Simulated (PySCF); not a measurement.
## `F[C@H](Br)[C@@H]1C[C@@H]1F`, C$_{4}$H$_{5}$BrF$_{2}$

Molfile (atoms numbered from 1):
```
C4H5BrF2
     RDKit          3D

 12 12  0  0  0  0  0  0  0  0999 V2000
    2.3518   -0.3130   -0.3062 F   0  0  0  0  0  0  0  0  0  0  0  0
    1.3233    0.3367    0.2932 C   0  0  2  0  0  0  0  0  0  0  0  0
    1.8601    0.6851    2.1552 Br  0  0  0  0  0  0  0  0  0  0  0  0
    0.0707   -0.4848    0.2561 C   0  0  2  0  0  0  0  0  0  0  0  0
   -0.7421   -0.4948   -1.0170 C   0  0  0  0  0  0  0  0  0  0  0  0
   -1.2524    0.2188    0.1879 C   0  0  2  0  0  0  0  0  0  0  0  0
   -1.2420    1.5787    0.1628 F   0  0  0  0  0  0  0  0  0  0  0  0
    1.2127    1.3120   -0.1919 H   0  0  0  0  0  0  0  0  0  0  0  0
    0.1283   -1.3992    0.8339 H   0  0  0  0  0  0  0  0  0  0  0  0
   -1.2178   -1.4142   -1.3172 H   0  0  0  0  0  0  0  0  0  0  0  0
   -0.3886    0.1127   -1.8365 H   0  0  0  0  0  0  0  0  0  0  0  0
   -2.1028   -0.1388    0.7537 H   0  0  0  0  0  0  0  0  0  0  0  0
  1  2  1  0
  2  3  1  0
  2  4  1  0
  4  5  1  0
  5  6  1  0
  6  7  1  0
  6  4  1  0
  2  8  1  6
  4  9  1  1
  5 10  1  0
  5 11  1  0
  6 12  1  1
M  END
```

Method used: TDDFT BHandHLYP/def2-SVPD circular dichroism and optical rotation, one conformer, gas phase (PySCF). Geometry: GFN2-xTB.

The molecule is flexible and this is one conformer; a measurement averages over conformers. The calculation is non-relativistic, which matters for the atoms heavier than Zn. States above about 9.4 eV (minus the energy of the highest occupied orbital) lie near or above the ionisation threshold and depend on the basis.

Problem. Draw the ECD and absorption spectra from the lowest 16 states, each a Gaussian of half-width 0.25 eV at 1/e height.

Solution. 
| E (eV) | λ (nm) | Δε (L mol⁻¹ cm⁻¹) | ε (L mol⁻¹ cm⁻¹) |
| --- | --- | --- | --- |
| 5.78 | 214 | +0.02 | 1.65 |
| 5.93 | 209 | +0.14 | 14.4 |
| 6.08 | 204 | +0.44 | 66 |
| 6.23 | 199 | +0.44 | 162 |
| 6.38 | 194 | -0.23 | 216 |
| 6.53 | 190 | -0.60 | 152 |
| 6.68 | 186 | -0.33 | 55.7 |
| 6.83 | 181 | -0.07 | 10.3 |
| 6.98 | 178 | -0.01 | 0.955 |
| 7.13 | 174 | 0.00 | 0 |
| 7.28 | 170 | 0.00 | 0 |
| 7.43 | 167 | 0.00 | 0.204 |
| 7.58 | 163 | +0.01 | 7.04 |
| 7.73 | 160 | +0.10 | 126 |
| 7.88 | 157 | +0.94 | 1190 |
| 8.03 | 154 | +5.40 | 6120 |
| 8.18 | 152 | +17.77 | 17100 |
| 8.33 | 149 | +31.58 | 26100 |
| 8.48 | 146 | +27.59 | 22000 |
| 8.63 | 144 | +6.57 | 12100 |
| 8.78 | 141 | -12.34 | 7370 |
| 8.93 | 139 | -16.63 | 6340 |
| 9.08 | 136 | -2.83 | 7340 |
| 9.23 | 134 | +17.14 | 9730 |

Δε uses R in velocity form, ε uses f in length form. Only the states computed contribute, so the short-wavelength end is incomplete.
